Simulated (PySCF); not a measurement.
Gas-phase reaction: 4 GeH3F + 3 GeH3Cl → 3 HCl + GeF4 + 3 Ge2H6

Method: PySCF energies plus ideal-gas RRHO corrections (1 bar). † marks an energy on the PBE0/def2-TZVP geometry and frequencies; other levels use their own. 6-31G* has spherical d functions here. All species are closed-shell singlets. B3LYP is the form with VWN-RPA correlation. Ge: all electrons, no relativistic terms. The harmonic model lacks anharmonicity and excited electronic states, which grow with temperature; levels with a mode under 35 cm⁻¹ are left out. Internal rotation in Ge2H6 is treated as a harmonic vibration of one conformer, which makes the entropy rough.

```csv
level,"ΔE electronic, kJ","ΔH°(298 K), kJ","ΔS°(298 K), J/K","ΔG°(600 K), kJ"
B3LYP/6-31G*,111,106,-34,121
HF/6-31G*,169,162,-41,181
HF/def2-TZVP†,172,168,-37,184
M06-2X/def2-TZVP†,150,146,-37,163
PBE0/def2-TZVP,89,84,-37,101
r2SCAN/def2-TZVP†,89,84,-37,101
LDA/def2-TZVP†,50,45,-37,62
```
ΔH° is lowest at LDA/def2-TZVP† and highest at HF/def2-TZVP†. No reference value is set beside these.
